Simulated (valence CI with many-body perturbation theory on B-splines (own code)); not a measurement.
# Energy levels of Yb³⁷⁺

Level of theory: valence CI with perturbative core correlation (CI+MBPT): five valence electrons over a frozen Dirac-Fock core [Ar] 3d10, radial functions for each j: 9 s, 9 p, 8 d, 6 f, 3 g, 1 h, with the one-electron correlation potential Σ1 (screened to all orders), the two-electron term Σ2, the three-electron term Σ3, Breit, model QED; selected single and double excitations, second order for the rest, scaled by the run's own slope (own B-spline code, finite nucleus).

No measured spectrum was set against this ion. As an estimate, large intervals hold to a few tenths of a per cent, small ones and those within an open d or f shell to about a per cent. Among the levels kept, up to 770 cm⁻¹ of a level comes from second order outside the variational space, and about a tenth of that is noise between levels of different J, which matters for small intervals.

Levels 1 to 41 of 41, with energies above the lowest level, (4s^2 4p1/2^2 4p3/2) J=3/2. "Leading %" is the weight of the configuration and term that name the level; weights of strongly mixed levels are sums over their largest components and can fall short, so below about 35 % the name and the second component can differ from the true leading terms, or belong to a minority configuration. In the jj column 3d3/2^4 stands for four electrons in 3d with j = 3/2. Lifetimes count E1, E2, E3, M1 and M2 decay at the calculated energies, and are blank where another channel may lead or the interval is too uncertain; long ones can be off by a factor of two.

```tsv
No.	Configuration	Term	J	E (eV)	Leading %	Leading jj	Lifetime
1	4s2 4p3	2P°	3/2	0.00	46	4s^2 4p1/2^2 4p3/2 (99 %)	
2	4s2 4p3	4S°	3/2	64.89	54	4s^2 4p1/2 4p3/2^2 (98 %)	355 ns
3	4s2 4p3	2D°	5/2	69.92	99	4s^2 4p1/2 4p3/2^2 (99 %)	1.75 μs
4	4s2 4p3	2P°	1/2	76.23	99	4s^2 4p1/2 4p3/2^2 (99 %)	506 ns
5	4s2 4p2 4d	2D	3/2	139.27	36	4s^2 4p1/2^2 4d3/2 (94 %)	213 ps
6	4s2 4p3	2P°	3/2	142.00	53	4s^2 4p3/2^3 (98 %)	177 ns
7	4s 4p4	4P	5/2	149.13	57	4s 4p1/2^2 4p3/2^2 (76 %)	89.1 ps
8	4s2 4p2 4d	2D	5/2	164.09	21	4s^2 4p1/2^2 4d5/2 (74 %)	4.07 ps
9	4s 4p4	2S	1/2	166.43	55	4s 4p1/2^2 4p3/2^2 (91 %)	5.78 ps
10	4s 4p4	2D	3/2	168.77	35	4s 4p1/2^2 4p3/2^2 (83 %)	2.90 ps
11	4s2 4p2 4d	4F	3/2	204.01	34	4s^2 4p1/2 4p3/2 4d3/2 (93 %)	31.0 ps
12	4s2 4p2 4d	2F	5/2	204.15	46	4s^2 4p1/2 4p3/2 4d3/2 (96 %)	181 ps
13	4s2 4p2 4d	4D	1/2	204.51	77	4s^2 4p1/2 4p3/2 4d3/2 (96 %)	144 ps
14	4s2 4p2 4d	2G	7/2	209.16	44	4s^2 4p1/2 4p3/2 4d3/2 (94 %)	35.8 ns
15	4s 4p4	4P	3/2	214.32	46	4s 4p1/2 4p3/2^3 (54 %)	83.5 ps
16	4s2 4p2 4d	4D	7/2	219.11	47	4s^2 4p1/2 4p3/2 4d5/2 (99 %)	1.76 ns
17	4s 4p4	2D	5/2	219.46	28	4s^2 4p1/2 4p3/2 4d5/2 (58 %)	172 ps
18	4s2 4p2 4d	4P	5/2	222.34	31	4s^2 4p1/2 4p3/2 4d3/2 (77 %)	919 fs
19	4s2 4p2 4d	2D	3/2	223.18	33	4s^2 4p1/2 4p3/2 4d3/2 (84 %)	731 fs
20	4s2 4p2 4d	4P	1/2	223.39	34	4s^2 4p1/2 4p3/2 4d3/2 (82 %)	972 fs
21	4s2 4p2 4d	2G	9/2	224.63	58	4s^2 4p1/2 4p3/2 4d5/2 (98 %)	
22	4s2 4p2 4d	4D	3/2	232.03	27	4s^2 4p1/2 4p3/2 4d5/2 (49 %)	3.16 ps
23	4s2 4p2 4d	2S	1/2	234.93	32	4s^2 4p1/2 4p3/2 4d5/2 (49 %)	2.37 ps
24	4s2 4p2 4d	2F	5/2	235.85	30	4s^2 4p1/2 4p3/2 4d5/2 (57 %)	1.78 ps
25	4s2 4p2 4d	2F	7/2	236.43	47	4s^2 4p1/2 4p3/2 4d5/2 (88 %)	2.89 ps
26	4s2 4p2 4d	2P	3/2	239.30	35	4s^2 4p1/2 4p3/2 4d5/2 (76 %)	2.29 ps
27	4s2 4p2 4d	2D	5/2	240.65	38	4s^2 4p1/2 4p3/2 4d5/2 (62 %)	1.53 ps
28	4s 4p4	2P	3/2	246.36	33	4s 4p1/2 4p3/2^3 (63 %)	1.49 ps
29	4s2 4p2 4d	2P	1/2	249.11	45	4s^2 4p1/2 4p3/2 4d5/2 (46 %)	1.22 ps
30	4s2 4p2 4d	4P	1/2	286.93	43	4s^2 4p3/2^2 4d3/2 (86 %)	1.01 ps
31	4s2 4p2 4d	2D	3/2	287.08	36	4s^2 4p3/2^2 4d3/2 (90 %)	883 fs
32	4s2 4p2 4d	2D	5/2	287.83	30	4s^2 4p3/2^2 4d3/2 (85 %)	1.00 ps
33	4s2 4p2 4d	2F	7/2	289.53	43	4s^2 4p3/2^2 4d3/2 (51 %)	1.75 ps
34	4s 4p3 4d	4D°	5/2	289.78	27	4s 4p1/2^2 4p3/2 4d3/2 (91 %)	35.5 ps
35	4s2 4p2 4d	2P	1/2	290.07	48	4s^2 4p3/2^2 4d5/2 (73 %)	107 ps
36	4s 4p3 4d	6D°	3/2	290.51	32	4s 4p1/2^2 4p3/2 4d3/2 (93 %)	22.8 ps
37	4s 4p3 4d	4P°	1/2	290.53	42	4s 4p1/2^2 4p3/2 4d3/2 (93 %)	41.7 ps
38	4s2 4p2 4d	2F	7/2	292.10	64	4s^2 4p3/2^2 4d5/2 (55 %)	2.26 ps
39	4s2 4p2 4d	4F	9/2	292.27	58	4s^2 4p3/2^2 4d5/2 (98 %)	303 ns
40	4s 4p3 4d	6D°	7/2	292.54	26	4s 4p1/2^2 4p3/2 4d3/2 (80 %)	71.7 ps
41	4s2 4p2 4d	2D	3/2	297.43	64	4s^2 4p3/2^2 4d3/2 (87 %)	1.07 ps
```

The ionisation energy to 4s2 4p2 3P_0 of the next ion comes out as 1670.1 eV (NIST: 1668 ± 4 eV (theoretical)). All 41 levels together are meant to be complete up to 298.56 eV.
